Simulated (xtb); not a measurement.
xtb input:

```bash
xtb mol.xyz --gfn 1 --sp --chrg 0 --uhf 0
```
mol.xyz:
```
6

Si    -0.00028296    -0.00446525    -0.00656029
F     -0.15673171    -0.53948077     1.46951801
F     -0.38755171     1.52479519     0.01969971
F     -1.01646862    -0.76614773    -0.93055677
O      1.47518585    -0.25378619    -0.59590875
H      2.24924303     0.12030283    -0.16883448
```

**Question.** Which total energy does the run end on?

**Answer.** -22.79640 Eh (GFN1-xTB).
